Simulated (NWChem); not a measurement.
System: ZrH3F; SMILES [F][ZrH3]

Program: NWChem. def2 effective core potentials on Zr; no spin-orbit coupling. Each level has its own optimisation; frequencies are unscaled.

| level | r F–Zr (Å) | r H–Zr (Å) | highest harmonic frequency (cm⁻¹) | lowest (cm⁻¹) | zero-point energy (kcal/mol) |
|---|---|---|---|---|---|
| Hartree-Fock/STO-3G (all-electron, non-relativistic) | 1.868 | 1.822 | 2362 | 494 | 16.0 |
| B3LYP/3-21G (all-electron, non-relativistic) | 1.854 | 1.852 | 1663 | 438 | 11.9 |
| CAM-B3LYP/def2-SVP (core potentials) | 1.877 | 1.850 | 1767 | 400 | 12.2 |
| BLYP/def2-SVP (core potentials) | [?] | 1.865 | [?] | [?] | 11.8 |
| PBE0/def2-SVP (core potentials) | 1.877 | 1.847 | 1753 | 401 | 12.1 |

Some entries are withheld; supply them.


- BLYP/def2-SVP (core potentials), r F–Zr (Å): 1.896
- BLYP/def2-SVP (core potentials), highest harmonic frequency (cm⁻¹): 1689
- BLYP/def2-SVP (core potentials), lowest (cm⁻¹): 394
